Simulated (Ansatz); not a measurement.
Consider the formal exchange of groups at a C–O bond: `COC(F)CCl` + GeH₄ → `F[CH]([GeH3])CCl` + CH₃OH.

Isolated molecules relaxed with PBE0-D4/def2-TZVP in Ansatz; ΔE leaves out vibrations. CBS: MP2 limit from def2 TZ/QZ plus the TZ coupled-cluster correction, frozen cores. This one scheme is used for every species. Functionals use def2-TZVPP. B3LYP here is the variant with VWN-RPA as its local correlation; programs differ in this. For Ge outer-core shells are correlated without core-valence functions, which leaves a few kJ/mol of doubt a bond. Scalar relativity is left out up to krypton. Each species was taken in one conformer, which may not be the lowest.

`COC(F)CCl`:

Cartesian coordinates in Å:
```
C -0.986 -1.222 -1.046
O 0.160 -0.495 -0.651
C -0.078 0.462 0.286
F -0.743 1.541 -0.288
C 1.231 0.991 0.818
Cl 2.019 -0.209 1.857
H -1.702 -0.580 -1.566
H -1.472 -1.682 -0.178
H -0.644 -2.005 -1.721
H -0.731 0.096 1.091
H 1.897 1.219 -0.013
H 1.050 1.885 1.411
```

GeH₄:

Cartesian coordinates in Å:
```
Ge 0.000 0.000 0.000
H -0.513 -0.598 -1.317
H -0.668 -0.716 1.181
H -0.341 1.495 0.050
H 1.521 -0.181 0.086
```

`F[CH]([GeH3])CCl`:

Z-matrix (Å, degrees):
```
C
Ge 1 1.991
C 1 1.499 2 111.8
F 1 1.387 2 108.1 3 -121.2
H 1 1.095 2 109.2 3 122.2
H 2 1.536 1 109.0 3 54.8
H 2 1.538 1 108.9 3 -65.0
H 2 1.532 1 108.3 3 175.1
Cl 3 1.786 1 112.5 2 173.6
H 3 1.091 1 110.2 2 54.5
H 3 1.090 1 111.0 2 -66.8
```

CH₃OH:

```xyz
6

C     0.301    0.104    0.159
O    -1.075    0.111   -0.143
H     0.473    0.897    0.888
H     0.924    0.310   -0.721
H     0.627   -0.844    0.604
H    -1.250   -0.578   -0.786
```

**Question.** Is it downhill or uphill in electronic energy at CCSD(T)/CBS, and by how much? (An estimate is asked.)

**Answer.** The calculation gave: Uphill: ΔE = +4.7 kJ/mol.

**Question.** What do these levels give: B3LYP-D4, HF/def2-TZVPP, SCS-MP2/def2-TZVPP, HF/def2-QZVPP, SCS-MP2/def2-QZVPP, HF/CBS(def2)? (An estimate is asked.)

**Answer.** The calculation gave: B3LYP-D4 10.7, HF/def2-TZVPP 25.5, SCS-MP2/def2-TZVPP 8.9, HF/def2-QZVPP 25.6, SCS-MP2/def2-QZVPP 5.5, HF/CBS(def2) 25.6 kJ/mol.

Largest T1 diagnostic among the species: 0.012.

In def2-TZVPP, CCSD(T) changes the Hartree–Fock value by −14.6 kJ/mol (the triples alone add −0.3 kJ/mol) and MP2 by −19.8 kJ/mol.
